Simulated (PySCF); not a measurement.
**C₆ coefficients of unlike pairs at TPSSh**

Calculated with PySCF 2.14 from the dipole response of each species, C₆(A,B) = (3/π) ∫ α_A(iu) α_B(iu) du, in atomic units, from isotropic polarisabilities. For ions this is the dispersion term alone; charge-induced terms of lower order in 1/R come first.

```tsv
species	configuration	basis	relativity	α (bohr³)	C₆ (like pair)
C⁺	[He] 2s2 2p1 (2P)	aug-cc-pwCVQZ (9s8p6d4f2g)	none	6.127	14.90
Au²⁺	[Xe] 4f14 5d9 (2D)	aug-cc-pVTZ-PP with ECP60MDF (6s6p5d3f2g)	core potential	8.839	58.01
P	[Ne] 3s2 3p3 (4S)	aug-cc-pwCVTZ (8s7p5d3f)	none	26.27	197.1
Sr²⁺	[Kr] (1S)	def2-QZVPPD with the def2 core potential (28 electrons) (7s5p4d3f)	core potential	5.827	28.47
```

Estimate C₆ for P with C⁺.

The integral gives 53.40. The combination rule 2 C_A C_B / (C_A α_B/α_A + C_B α_A/α_B) gives 53.47 and the geometric mean 54.19.

No spin-orbit coupling is included.

The other pairs:

```
      pair     C₆
   Sr²⁺, P  66.37
Sr²⁺, Au²⁺  40.54
  Sr²⁺, C⁺  19.57
   P, Au²⁺  95.49
  Au²⁺, C⁺  28.01
```
